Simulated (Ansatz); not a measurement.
One change: `[SiH3]C1=C[SiH2]O1` becomes `FC1=C[SiH2]O1`.

Ansatz, PBE0-D4/def2-TZVP geometries, multiplicity 1. 

```json
{"property": "HOMO–LUMO gap (B3LYP/def2-TZVPP) / eV", "`[SiH3]C1=C[SiH2]O1`": "5.96"}
{"property": "ideal-gas entropy at 298 K and 1 bar (rigid rotor, harmonic PBE0-D4/def2-TZVP) / J/(mol·K)", "`[SiH3]C1=C[SiH2]O1`": "337"}
{"property": "HOMO–LUMO gap (PBE0/def2-TZVPP) / eV", "`[SiH3]C1=C[SiH2]O1`": "6.39"}
{"property": "size of the dipole moment (PBE/def2-TZVPP) / D", "`[SiH3]C1=C[SiH2]O1`": "1.09"}
{"property": "HOMO–LUMO gap (PBE/def2-TZVPP) / eV", "`[SiH3]C1=C[SiH2]O1`": "4.25"}
{"property": "zero-point energy (PBE0-D4/def2-TZVP) / kJ/mol", "`[SiH3]C1=C[SiH2]O1`": "177.8"}
```

Give the same properties after the change, and the shifts. (Best estimate.)

The calculation gave: 
```
                                                                                  property  `FC1=C[SiH2]O1`  shift
                                                     HOMO–LUMO gap (B3LYP/def2-TZVPP) / eV             6.26   0.30
ideal-gas entropy at 298 K and 1 bar (rigid rotor, harmonic PBE0-D4/def2-TZVP) / J/(mol·K)              297    -40
                                                      HOMO–LUMO gap (PBE0/def2-TZVPP) / eV             6.72   0.33
                                            size of the dipole moment (PBE/def2-TZVPP) / D             1.74   0.65
                                                       HOMO–LUMO gap (PBE/def2-TZVPP) / eV             4.61   0.36
                                            zero-point energy (PBE0-D4/def2-TZVP) / kJ/mol            120.0  -57.8
```

With PBE0 the HOMO falls by 0.05 eV and the LUMO rises by 0.28 eV, so the gap widens by about 0.33 eV. PBE moves the HOMO by 0.01 eV and ωB97M-V by -0.05 eV. The zero-point energy changes by -57.8 kJ/mol with -9 modes. Dipoles are sizes alone; their direction can turn.

B3LYP here is the variant with VWN-RPA as its local correlation; programs differ in this.
